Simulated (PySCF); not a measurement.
**B97-3 on Al²⁺ (aluminium, charge +2)**

Configuration: [Ne] 3s1, 2S determinant. All numbers are calculated (PySCF 2.14, no relativity, point nucleus, in aug-cc-pwCVQZ (10s9p7d5f3g, 134 functions)).

* Total energy: -241.4327 hartree
* One-electron energy: -327.3920 hartree
* Hartree (Coulomb) energy: 104.0363 hartree
* Exchange-correlation energy: -18.0770 hartree
* Kinetic energy: 241.03051 hartree
* ⟨S²⟩: 0.7501
* ⟨L²⟩: 0.000
* Sum of ⟨r⟩: 7.287 bohr
* Sum of ⟨r²⟩: 9.211 bohr²
* Density at the nucleus (Gaussians lack the cusp): 1390 bohr⁻³
* Spin density at the nucleus: 4.21 bohr⁻³
* Langevin diamagnetic susceptibility: -7.30 ×10⁻⁶ cm³/mol

| shell | electrons | mean orbital energy (eV) | rms radius, mean of both spins (bohr) |
| --- | --- | --- | --- |
| 1s α | 1 | -1551.6 | 0.140 |
| 1s β | 1 | -1551.4 | 0.140 |
| 2s α | 1 | -135.69 | 0.683 |
| 2s β | 1 | -135.37 | 0.683 |
| 2p α | 3 | -95.407 | 0.675 |
| 2p β | 3 | -95.214 | 0.675 |
| 3s α | 1 | -25.437 | 2.35 |
